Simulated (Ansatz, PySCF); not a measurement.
Gas-phase reaction R1 → P1, each structure at its B3LYP-D3(BJ)/def2-TZVP stationary point, reached from a drawn start; harmonic modes at that level show minima.
R1, HOS (SMILES [O]S) (charge 0, multiplicity 2, Z-matrix in Å and degrees):
```
S
O 1 1.5055
H 1 1.3768 2 104.45
```
P1, HOS (SMILES O[S]) (charge 0, multiplicity 2):
```xyz
3

O     -0.2905    -0.0872    -0.4430
S     -0.2975    -0.0893     1.1970
H      0.5880     0.1764    -0.7539
```

```
level                                                                 reaction energy (kJ/mol)  minus MP2/CBS(aug-cc-pV(T+d)Z, aug-cc-pV(Q+d)Z) + ΔCCSD(T)/aug-cc-pV(T+d)Z  cost
--------------------------------------------------------------------  ------------------------  --------------------------------------------------------------------------  ----
SVWN5/def2-TZVPPD                                                                         18.5                                                                        12.2  ×0.6
PBE/def2-TZVPPD                                                                           20.4                                                                        14.2    ×1
revPBE/def2-TZVPPD                                                                        21.3                                                                        15.1    ×1
revPBE-D4/def2-TZVPPD                                                                     21.9                                                                        15.7    ×1
r2SCAN-D4/def2-TZVPPD                                                                     22.4                                                                        16.2    ×2
B3LYP-D4/def2-TZVPPD                                                                      12.1                                                                         5.8  ×0.9
PBE0/def2-TZVPPD                                                                          13.2                                                                         6.9  ×0.8
PBE0-D4/def2-TZVPPD                                                                       13.3                                                                         7.1  ×0.8
BHLYP/def2-TZVPPD                                                                          4.2                                                                        -2.0    ×1
wB97X-V/def2-TZVPPD                                                                        9.2                                                                         3.0    ×3
wB97M-V/def2-TZVPPD                                                                        5.8                                                                        -0.4    ×3
MP2/aug-cc-pV(D+d)Z                                                                      -20.6                                                                       -26.8     -
CCSD/aug-cc-pV(D+d)Z                                                                      -7.9                                                                       -14.1     -
MP2/CBS(aug-cc-pV(T+d)Z, aug-cc-pV(Q+d)Z) + ΔCCSD(T)/aug-cc-pV(T+d)Z                       6.2                                                                         0.0   ×10
```

 The comparison column counts from a level with limits of its own.

P less R. No zero-point or thermal terms; open shells are unrestricted.

Frozen-core correlation throughout. CBS(a, b) extrapolates the correlation energy as X⁻³ and adds the Hartree–Fock energy of set b.

Run with Ansatz (Gaussian orbitals); PySCF for the D3/D4 terms. All values are computed, each at the level named.

Costs are rough ratios of core time to PBE/def2-TZVPPD (about 5 s over the structures, on one shared machine); a dash marks a level with no comparable run of its own.

Ansatz is an electronic-structure program.
